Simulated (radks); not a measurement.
The numbers below are computed, except where a source is named.
Spherical quantum dot in the effective-mass picture: electrons in a parabolic well V = omega^2 r^2 / 2 with omega = 2.16, all in effective atomic units (hartree* = m*/eps^2 hartree, bohr* = eps/m* bohr), one dielectric constant everywhere. Level of theory: non-relativistic Kohn-Sham, LDA (Slater exchange, Perdew-Wang correlation), spin-polarised, spherical densities (a radial shooting solver with Libxc functionals). Levels are named by radial order and angular momentum (1s, 1p, 1d, 2s, ...), and open shells are averaged over m.

N = 8, configuration 1s2 1p6. This is the lowest configuration that the search found. Occupied and some empty levels:

| level | occupation | eigenvalue (hartree*) | <r> (bohr*) |
|---|---|---|---|
| 1s | 2 | 9.5633 | 0.9138 |
| 1p | 6 | 11.102 | 1.170 |
| 1d | 0 | 12.768 | 1.364 |
| 2s | 0 | 12.986 | 1.236 |
| 1f | 0 | 14.529 | 1.526 |

Energy (hartree*): total 61.3540, kinetic 14.881, external 25.518, Hartree 25.943, exchange-correlation -4.9886. Static polarisability (adiabatic kernel): 1.715 bohr*^3, against N/omega^2 = 1.715 from the generalised Kohn theorem.
